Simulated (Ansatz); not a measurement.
# Strength of the C–S bond: CH6GeS → GeH3S + CH3

Species: CH6GeS `C[S][GeH3]`, singlet; GeH3S `[S][GeH3]`, doublet; CH3 `[CH3]`, doublet. 

Shapes, held fixed at every level: PBE0-D4/def2-TZVP. Programs: Ansatz 0.2.0. The zero-point and thermal change to 298 K, harmonic and unscaled (PBE0-D4/def2-TZVP), is -18.3 kJ/mol.

```tsv
level	kind	ΔH(298 K) (kJ/mol)	less CCSD(T)/def2-TZVPP	CPU time (sum over the molecules)
r2SCAN-D4/def2-TZVPP	meta-GGA	+285.3	-11.8	36 s
r2SCAN0-D4/def2-TZVPP	global hybrid	+280.7	-16.4	29 s
wB97X-V/def2-TZVPP	range-separated hybrid	+310.7	+13.6	43 s
MP2/def2-TZVPP	perturbation theory	+320.0	+22.9	–
CCSD(T)/def2-SVP	coupled cluster or CI	+281.3	-15.8	11 s
CCSD/def2-TZVPP	coupled cluster or CI	+283.6	-13.5	–
CCSD(T)/def2-TZVPP	coupled cluster or CI	+297.1	0.0	1.7 min
```

The highest level, CCSD(T)/def2-TZVPP, gives ΔH(298 K) = +297.1 kJ/mol; the levels span +280.7 to +320.0. The column of differences is taken from that level and isn't an error. No measured value is set beside it here. Open shells run unrestricted unless RO is named. Relativity is left out for Ge unless named. Correlated rows may include outer-core shells of Ge, which these sets cover unevenly. Times are processor times on shared x86 and Arm servers, and rough.
